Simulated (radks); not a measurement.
All-electron atom: Si8+ in [He] 2s1 2p2 3p1 (not the ground configuration). Method: Dirac Kohn-Sham, PBE, spin-unpolarised, spherical densities, finite nucleus; open shells fill j = l - 1/2 first; Fermi nuclear charge, rms radius 3.1224 fm; computed with a radial shooting solver on a logarithmic mesh with Libxc functionals.

Normalised radial functions P(r) = r R(r) (large component), r in bohr:

r           2s1/2    3s1/2    3p1/2
0.007788   0.2213   0.1060   0.0035
0.009744   0.2688   0.1287   0.0053
0.01219    0.3241   0.1552   0.0080
0.01525    0.3872   0.1854   0.0121
0.01908    0.4572   0.2187   0.0183
0.02387    0.5315   0.2541   0.0276
0.02963    0.6031   0.2880   0.0406
0.03706    0.6701   0.3194   0.0600
0.04637    0.7188   0.3415   0.0877
0.05801    0.7341   0.3466   0.1263
0.07258    0.6969   0.3254   0.1782
0.0908     0.5868   0.2675   0.2455
0.1136     0.3857   0.1641   0.3277
0.141      0.0982   0.0185   0.4169
0.1764    -0.2857  -0.1714   0.5084
0.2207    -0.7169  -0.3741   0.5778
0.2761    -1.1239  -0.5406   0.5935
0.3454    -1.4136  -0.6032   0.5172
0.4321    -1.5001  -0.4951   0.3163
0.5363    -1.3602  -0.2026   0.0018
0.6709    -1.0335   0.2479  -0.4019
0.8394    -0.6421   0.7098  -0.7781
1.05      -0.3144   1.0001  -0.9940
1.314     -0.1154   0.9946  -0.9605
1.644     -0.0295   0.7294  -0.7085
2.04      -0.0052   0.4004  -0.4003
2.552     -0.0005   0.1495  -0.1572
3.193     0.0000   0.0357  -0.0404
3.994     0.0000   0.0050  -0.0062

2s1/2: eigenvalue -378.02 eV, 1 radial node at r = 0.150 bohr, <r> = 0.496 bohr, 90 % of the charge inside 0.763 bohr. 3s1/2 (empty): eigenvalue -140.40 eV, 2 radial nodes at r = 0.144, 0.597 bohr, <r> = 1.24 bohr, 90 % of the charge inside 1.80 bohr. 3p1/2: eigenvalue -130.60 eV, 1 radial node at r = 0.537 bohr, <r> = 1.22 bohr, 90 % of the charge inside 1.80 bohr.
